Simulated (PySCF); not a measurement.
UHF on Cl²⁺ (chlorine, charge +2)

Configuration: [Ne] 3s2 3p3, high-spin 4S determinant. Computed with PySCF 2.14 in jorge-DZP-DKH, with scalar relativity by spin-free X2C-1e.

* Total energy: -459.624119 hartree
* One-electron energy: -620.5859 hartree
* Hartree (Coulomb) energy: 188.0210 hartree
* Exchange energy: -27.0592 hartree
* ⟨S²⟩: 3.7507
* ⟨L²⟩: 0.000
* Sum of ⟨r⟩: 11.19 bohr
* Sum of ⟨r²⟩: 15.50 bohr²
* Langevin diamagnetic susceptibility: -12.3 ×10⁻⁶ cm³/mol
* Time after the integrals: 0.04 s of wall time on 1 thread of Neoverse-V2 (shared host)

| shell | electrons | mean orbital energy (hartree) | rms radius, mean of both spins (bohr) |
| --- | --- | --- | --- |
| 1s α | 1 | -106.31650 | 0.105 |
| 1s β | 1 | -106.27358 | 0.105 |
| 2s α | 1 | -11.70603 | 0.478 |
| 2s β | 1 | -11.66420 | 0.478 |
| 2p α | 3 | -9.11892 | 0.451 |
| 2p β | 3 | -9.04380 | 0.451 |
| 3s α | 1 | -2.12039 | 1.57 |
| 3s β | 1 | -1.71834 | 1.57 |
| 3p α | 3 | -1.45836 | 1.72 |

Densities and radii are taken from the X2C orbitals without a picture-change correction, which distorts them close to the nucleus.
